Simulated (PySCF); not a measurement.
Ligand exchange on a metal centre used in film growth or etching (Sc Cl-OH). All species are isolated molecules in the gas phase. One relaxed conformer stands for each flexible species; it need not be the lowest.

The charge on the central atom (meta-Löwdin) from two functionals at the same geometries (r2SCAN-D4/def2-SVP), both in PySCF: PBE-D3(BJ)/def2-TZVP and TPSSh-D3(BJ)/def2-TZVP. 

| species | PBE-D3(BJ)/def2-TZVP (e) |
|---|---|
| 0 of 3 Cl replaced by OH | 1.15 |
| 1 of 3 Cl replaced by OH ([Sc(Cl)2(OH)]) | 1.20 |
| 2 of 3 Cl replaced by OH ([Sc(Cl)(OH)2]) | 1.23 |
| 3 of 3 Cl replaced by OH ([Sc(OH)3]) | 1.26 |

Problem. What does TPSSh-D3(BJ)/def2-TZVP give for each?

Solution. 
- 0 of 3 Cl replaced by OH: 1.24
- 1 of 3 Cl replaced by OH ([Sc(Cl)2(OH)]): 1.29
- 2 of 3 Cl replaced by OH ([Sc(Cl)(OH)2]): 1.32
- 3 of 3 Cl replaced by OH ([Sc(OH)3]): 1.35
Over these rows, drawn at random from the members with no instability flagged (it was tested for open shells, ions and some series alone), PBE minus TPSSh-D3(BJ): mean -0.09 e, from -0.10 e to -0.09 e.
